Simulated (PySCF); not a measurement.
## Potential energy of AlBi along the bond

Set-up: Al cc-pV(D+d)Z, Bi cc-pVDZ-PP with ECP60; scalar-relativistic core potentials (PySCF 2.14). Energies in eV from Al + Bi in their ground configurations at the same level. State: ³Σ⁻ (triplet), unpaired electrons π ↑↑.

```
R (Å)  UHF-SCS-MP2   M06-L  UHF-MP2
2.443       -0.541  -1.428   -0.618
2.557       -0.893  -1.772   -0.963
2.671       -1.092  -1.965   -1.154
2.756       -1.166  -2.038   -1.223
2.841       -1.193  -2.065   -1.244
2.926       -1.182  -2.056   -1.227
3.040       -1.120  -2.005   -1.159
3.182       -0.981  -1.896   -1.012
3.352       -0.762  -1.727   -0.788
3.580       -0.508  -1.475   -0.530
```

Problem. Put a parabola through the three lowest points of the UHF-SCS-MP2 curve and estimate Re, k and ωe (reduced mass 23.9 u; 1 eV/Å² = 0.16022 mdyn/Å; ωe = 1302.8·√(k/μ) cm⁻¹).

Solution. Through R = 2.756, 2.841, 2.926 Å the second-order coefficient is 2.63 eV/Å², so Re ≈ 2.859 Å, k ≈ 0.843 mdyn/Å and ωe ≈ 245 cm⁻¹. A polynomial fit of higher order to the unrounded UHF-SCS-MP2 energies gives Re = 2.856 Å, k = 0.791 mdyn/Å, ωe = 237 cm⁻¹; anharmonicity and rounding make the difference.

The higher-order fit for each curve: UHF-SCS-MP2: Re = 2.856 Å, ωe = 237 cm⁻¹, De = 1.19 eV; M06-L: Re = 2.860 Å, ωe = 227 cm⁻¹, De = 2.07 eV; UHF-MP2: Re = 2.842 Å, ωe = 241 cm⁻¹, De = 1.24 eV.

Correlated steps freeze 9 core orbitals. Correlated levels converge slowly with the basis: in double zeta they bind strong bonds too weakly, by up to about 1 eV, and carry superposition errors of some tenths. These are scalar-relativistic numbers at best; spin–orbit coupling would shift them, the dissociation energy most. The state was picked by a PBE0 search and need not be the measured ground state.
